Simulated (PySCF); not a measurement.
Species: C₃H₁₂O₂Si₂.
SMILES: `CO[Si@H](C)O[SiH2]C`

Theory: TDDFT CAM-B3LYP/def2-SVPD, vertical, gas phase, core orbitals frozen in the response in PySCF 2.14.0, density-fitted response routines. Geometry: GFN2-xTB, one conformer, isolated molecule. Torsions of this conformer, `[CH3:1][O:2][Si@H:3]([CH3:4])[O:5][SiH2:6][CH3:7]`: C1–O2–Si3–C4 172°, O2–Si3–O5–Si6 60°, Si3–O5–Si6–C7 -52°.

```csv
state,E (eV),λ (nm),ν̃ (cm⁻¹),f,"main configurations (H = HOMO, L = LUMO)"
S1,7.72,160.7,62230,0.0079,"H→L (51%), H→L+1 (15%)"
S2,7.87,157.6,63450,0.0037,"H-1→L (43%), H-1→L+2 (11%), H→L+3 (10%)"
S3,7.96,155.7,64220,0.0066,"H-2→L (31%), H-2→L+1 (12%), H-1→L+3 (8%)"
S4,8.18,151.7,65940,0.064,"H-1→L (29%), H-1→L+1 (24%), H→L+1 (11%)"
S5,8.22,150.8,66310,0.056,"H→L+2 (37%), H→L+3 (19%), H→L (11%)"
S6,8.34,148.7,67250,0.028,"H-2→L (26%), H→L+1 (11%), H-2→L+1 (10%)"
S7,8.39,147.8,67640,0.0094,"H→L+3 (25%), H→L+1 (12%), H-3→L (9%)"
S8,8.50,145.8,68590,0.033,"H-3→L (20%), H-1→L+3 (19%)"
```

Triplets (Tamm–Dancoff): T1 7.41 eV, H→L (25%), H→L+1 (17%), H→L+3 (9%); T2 7.63 eV, H-1→L (27%), H-1→L+1 (10%), H-1→L+2 (10%); T3 7.66 eV, H-2→L (17%), H→L (13%), H→L+5 (10%).

The lowest singlet lies at 7.72 eV (161 nm, vacuum ultraviolet) and is weak; its leading configuration is HOMO→LUMO (51%). The most intense listed level is S4 at 8.18 eV (152 nm, f = 0.064), 0.46 eV above S1. Löwdin shares by element: HOMO oxygen 34%, silicon 16% or more, carbon 15% or more (atoms not listed hold the other 35%); LUMO silicon 31%, carbon 20% or more (atoms not listed hold the other 49%). Weighted by f, the mean energy of these states is 8.24 eV. The oscillator strengths of these states sum to 0.208; summed over the whole spectrum of an exact calculation they would give the number of electrons, 74 (Thomas–Reiche–Kuhn). The listed states span 0.79 eV, and the widest gap between neighbours is 0.21 eV (S3 to S4). Only the lowest 8 singlets were computed, as vertical energies without vibronic structure.

The run took 70 s on one thread, Arm Neoverse V1 (aarch64), no GPU, shared host, and the process peaked at 1.1 GiB of memory.
